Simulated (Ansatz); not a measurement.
Frontier orbitals of C5H12O3, SMILES `COC(C)(OC)OC`.

Charge 0, multiplicity 1. All single points use the PBE0-D4/def2-TZVP geometry. It is one conformer, not always the lowest. Basis def2-TZVPP, the Gaussian-basis code of Ansatz.

Orbital energies of one run (eV). Highest occupied ones, from the top: -6.11, -6.21, -6.36, -7.40, -7.76, -8.38, -9.26, -9.53, -9.76, -10.03, -10.29, -10.45, -10.92, -11.11. Empty: 0.51, 1.16, 1.30, 1.71, 1.84, 2.06.

(1) Which functional gave them?
A. ωB97M-V
B. B3LYP
C. PBE
D. ωB97X-V

Answers

(1) C. HOMO energies: PBE -6.11, ωB97X-V -10.19, ωB97M-V -10.14, B3LYP -7.48 eV.

B3LYP here is the variant with VWN-RPA as its local correlation; programs differ in this.
